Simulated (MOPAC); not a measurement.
Input file for MOPAC: PM3 on H5InSi (SMILES [SiH3][InH2]), a point of a bond scan (R = 1.912 Å).

```
PM3 1SCF PRECISE CHARGE=0 THREADS=1
H5InSi

In    -0.32667194 1    -0.55207065 1     0.06665595 1
H      0.19390515 1    -1.81965898 1     1.39934474 1
H     -1.69916802 1    -0.94453524 1    -0.92206221 1
Si     0.98424778 1     1.66633835 1    -0.20679277 1
H      0.75722458 1     2.53069909 1     0.98114900 1
H      0.57858736 1     2.43360543 1    -1.41049999 1
H      2.44423217 1     1.40737952 1    -0.29782067 1
```

It printed:

```
*******************************************************************************
 **                                                                           **
 **                              MOPAC v23.2.5                                **
 **                                                                           **
 *******************************************************************************
 ** MOPAC's Digital Object Identifier: https://doi.org/10.5281/zenodo.6511958 **
 **                                                                           **
 ** Please cite the open-source release paper for use of this MOPAC version:  **
 ** J. E. Moussa and J. J. P. Stewart (2026)                                  **
 ** MOPAC: An open-source semiempirical molecular orbital program             **
 ** J. Open Source Softw., 11(119), 8025, https://doi.org/10.21105/joss.08025 **
 *******************************************************************************

                              PM3 CALCULATION RESULTS

 *******************************************************************************
 *  PM3        - The PM3 Hamiltonian to be used
 *
 *
 *
 *                 CHARGE ON SYSTEM = 0
 *
 *
 *
 *  PRECISE    - TIGHTER CRITERIA TO BE USED
 *  1SCF       - DO 1 SCF AND THEN STOP
 *  THREADS=1  - MULTI-THREADING NOT USED
 *  T=         - A TIME OF 172800.0 SECONDS REQUESTED
 *  DUMP=N     - RESTART FILE WRITTEN EVERY 7200.0 SECONDS REQUESTED
 *******************************************************************************
PM3 1SCF PRECISE CHARGE=0 THREADS=1
 H5InSi

   ATOM   CHEMICAL          X               Y               Z
  NUMBER   SYMBOL      (ANGSTROMS)     (ANGSTROMS)     (ANGSTROMS)

     1      In         -0.32667194  *  -0.55207065  *   0.06665595  *
     2       H          0.19390515  *  -1.81965898  *   1.39934474  *
     3       H         -1.69916802  *  -0.94453524  *  -0.92206221  *
     4      Si          0.98424778  *   1.66633835  *  -0.20679277  *
     5       H          0.75722458  *   2.53069909  *   0.98114900  *
     6       H          0.57858736  *   2.43360543  *  -1.41049999  *
     7       H          2.44423217  *   1.40737952  *  -0.29782067  *



          CARTESIAN COORDINATES

    NO.       ATOM           X           Y           Z

     1        In         -0.3267     -0.5521      0.0667
     2         H          0.1939     -1.8197      1.3993
     3         H         -1.6992     -0.9445     -0.9221
     4        Si          0.9842      1.6663     -0.2068
     5         H          0.7572      2.5307      0.9811
     6         H          0.5786      2.4336     -1.4105
     7         H          2.4442      1.4074     -0.2978

  H: (PM3): J. J. P. STEWART, J. COMP. CHEM. 10, 209 (1989).
 Si: (PM3): J. J. P. STEWART, J. COMP. CHEM. 10, 209 (1989).
 In: (PM3): J. J. P. STEWART, J. COMP. CHEM. 12, 320-341 (1991).

           Empirical Formula: H5 In Si  =     7 atoms



      MOLECULAR POINT GROUP   :   C1


      RHF CALCULATION, NO. OF DOUBLY OCCUPIED LEVELS = 6


 -------------------------------------------------------------------------------
 PM3 1SCF PRECISE CHARGE=0 THREADS=1
 H5InSi



     1SCF WAS SPECIFIED, SO BFGS WAS NOT USED
     SCF FIELD WAS ACHIEVED


                              PM3 CALCULATION
                                                       MOPAC v23.2.5 Linux




          FINAL HEAT OF FORMATION =         45.66991 KCAL/MOL =     191.08290 KJ/MOL


          COSMO AREA              =        118.17 SQUARE ANGSTROMS
          COSMO VOLUME            =        106.00 CUBIC ANGSTROMS

          IONIZATION POTENTIAL    =         10.239377 EV
          HOMO LUMO ENERGIES (EV) =        -10.239 -3.025
          NO. OF FILLED LEVELS    =          6
          MOLECULAR WEIGHT        =        147.9450         POINT GROUP:  C1

          MOLECULAR DIMENSIONS (Angstroms)

            Atom       Atom       Distance
            H     6    H     2     5.11209
            H     3    H     7     4.40244
            H     3    H     5     2.23755


          SCF CALCULATIONS        =          1





   ATOM   CHEMICAL          X               Y               Z
  NUMBER   SYMBOL      (ANGSTROMS)     (ANGSTROMS)     (ANGSTROMS)

     1      In         -0.32667194  *  -0.55207065  *   0.06665595  *
     2       H          0.19390515  *  -1.81965898  *   1.39934474  *
     3       H         -1.69916802  *  -0.94453524  *  -0.92206221  *
     4      Si          0.98424778  *   1.66633835  *  -0.20679277  *
     5       H          0.75722458  *   2.53069909  *   0.98114900  *
     6       H          0.57858736  *   2.43360543  *  -1.41049999  *
     7       H          2.44423217  *   1.40737952  *  -0.29782067  *

                             CARTESIAN COORDINATES

   1   In       -0.326671940    -0.552070650     0.066655950
   2    H        0.193905150    -1.819658980     1.399344740
   3    H       -1.699168020    -0.944535240    -0.922062210
   4   Si        0.984247780     1.666338350    -0.206792770
   5    H        0.757224580     2.530699090     0.981149000
   6    H        0.578587360     2.433605430    -1.410499990
   7    H        2.444232170     1.407379520    -0.297820670


           Empirical Formula: H5 In Si  =     7 atoms



      MOLECULAR POINT GROUP   :   C1


                  EIGENVALUES
 -16.61381 -14.99289 -12.64656 -12.20180 -11.07110 -10.23938  -3.02489  -1.59975
   0.72143   1.18112   1.47222   1.78568   2.07676


              NET ATOMIC CHARGES AND DIPOLE CONTRIBUTIONS

  ATOM NO.   TYPE          CHARGE      No. of ELECS.   s-Pop       p-Pop
    1         In          -0.276742        3.2767     1.27102     2.00572
    2          H           0.038061        0.9619     0.96194
    3          H           0.014597        0.9854     0.98540
    4         Si           0.422403        3.5776     0.91710     2.66050
    5          H          -0.060058        1.0601     1.06006
    6          H          -0.073886        1.0739     1.07389
    7          H          -0.064376        1.0644     1.06438
 DIPOLE           X         Y         Z       TOTAL
 POINT-CHG.     1.168     1.687    -0.007     2.052
 HYBRID        -0.371    -0.483     0.030     0.610
 SUM            0.797     1.204     0.023     1.444


          ATOMIC ORBITAL ELECTRON POPULATIONS

     Atom    s        px        py        pz
    1 In   1.27102   0.63254   0.81641   0.55677
    2  H   0.96194
    3  H   0.98540
    4 Si   0.91710   0.89240   0.86063   0.90748
    5  H   1.06006
    6  H   1.07389
    7  H   1.06438

 **********************
 *                    *
 * JOB ENDED NORMALLY *
 *                    *
 **********************




 == MOPAC DONE ==
```

The run finished.

Cost: around 0.020 core-seconds (rough).
